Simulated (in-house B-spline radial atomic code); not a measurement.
## LDA VWN5 excitations of K⁷⁺

Method: LDA VWN5. Computed with a B-spline radial code for spherical atoms: linear response of the closed shell [Ne] 3s2 with the functional's adiabatic kernel; non-relativistic, point nucleus, no spin-orbit coupling, no double excitations, S, P, D and F terms only.

Command:
```bash
python run_td.py task.json out
```
Settings (radii: box in bohr, nucleus in fm):
```
Z                        19
electrons                12
configuration            [Ne] 3s2
hamiltonian              nr
method                   lda,vwn
box_radius               12.81
intervals                50
```

Cost of the run: 0.2 s on 1 thread of Intel(R) Xeon(R) Platinum 8375C CPU @ 2.90GHz (Ice Lake) (shared host).

The lowest states, in the order of their Tamm-Dancoff energies; the method's threshold (minus the highest occupied level) is 145.36 eV. Labels give the largest channel, * marks a mixed state, and oscillator strengths are full-response dipole values. Semilocal kernels can invert the small singlet-triplet splittings of Rydberg terms. Energies in eV:

```json
{"state": "3s → 3p 3P", "full response": "15.530", "Tamm-Dancoff": "15.763", "oscillator strength": "-"}
{"state": "3s → 3p 1P", "full response": "23.572", "Tamm-Dancoff": "24.486", "oscillator strength": "1.06"}
{"state": "3s → 3d 3D", "full response": "42.96", "Tamm-Dancoff": "43.04", "oscillator strength": "-"}
{"state": "3s → 3d 1D", "full response": "46.29", "Tamm-Dancoff": "46.30", "oscillator strength": "-"}
{"state": "3s → 4s 3S", "full response": "77.73", "Tamm-Dancoff": "77.74", "oscillator strength": "-"}
{"state": "3s → 4s 1S", "full response": "79.20", "Tamm-Dancoff": "79.23", "oscillator strength": "-"}
{"state": "3s → 4p 3P", "full response": "84.47", "Tamm-Dancoff": "84.48", "oscillator strength": "-"}
{"state": "3s → 4p 1P", "full response": "84.82", "Tamm-Dancoff": "84.85", "oscillator strength": "0.249"}
{"state": "3s → 4d 1D", "full response": "?", "Tamm-Dancoff": "?", "oscillator strength": "-"}
{"state": "3s → 4d 3D", "full response": "94.02", "Tamm-Dancoff": "94.02", "oscillator strength": "-"}
{"state": "3s → 4f 3F", "full response": "97.47", "Tamm-Dancoff": "97.48", "oscillator strength": "-"}
{"state": "3s → 4f 1F", "full response": "97.62", "Tamm-Dancoff": "97.62", "oscillator strength": "-"}
{"state": "3s → 5s 3S", "full response": "107.09", "Tamm-Dancoff": "107.09", "oscillator strength": "-"}
{"state": "3s → 5s 1S", "full response": "107.53", "Tamm-Dancoff": "107.55", "oscillator strength": "-"}
{"state": "3s → 5p 3P", "full response": "110.09", "Tamm-Dancoff": "110.09", "oscillator strength": "-"}
{"state": "3s → 5p 1P", "full response": "110.20", "Tamm-Dancoff": "110.21", "oscillator strength": "0.0828"}
{"state": "3s → 5d 3D", "full response": "?", "Tamm-Dancoff": "?", "oscillator strength": "-"}
{"state": "3s → 5d 1D", "full response": "114.35", "Tamm-Dancoff": "114.36", "oscillator strength": "-"}
```

(1) Where does 3s → 4d 1D lie?

(2) Where does 3s → 5d 3D lie?

(3) How large is the singlet-triplet splitting of 3s → 3p (P terms) in Tamm-Dancoff?

(4) What polarisabilities and dispersion coefficient does the method give?

Results:

(1) At 94.00 eV in full response, 94.00 eV in Tamm-Dancoff.

(2) At 114.35 eV in full response, 114.35 eV in Tamm-Dancoff.

(3) 8.72 eV, from the unrounded values.

(4) Dipole 1.478 bohr³, quadrupole 1.042 bohr⁵, C6 1.536 hartree·bohr⁶ for two such species.
